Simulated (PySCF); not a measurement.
# Correlation energy of S⁺ (sulfur, charge +1)

[Ne] 3s1 3p3 4s1, high-spin 6S determinant (an excited configuration). All numbers are calculated (PySCF 2.14, the non-relativistic Hamiltonian (point nucleus), in aug-cc-pwCVTZ). Frozen: 1s2; 13 electrons correlated.

```
  level  correlation energy (mhartree)
   CCSD                        -306.29
    (T)                          -2.41
CCSD(T)                        -308.70
```

Diagnostics: T1 = 0.0051, D1 = 0.0251, largest double amplitude 0.040.

Q: Is a single reference adequate?

A: Yes: T1 lies below 0.03 and no double amplitude reaches 0.07.
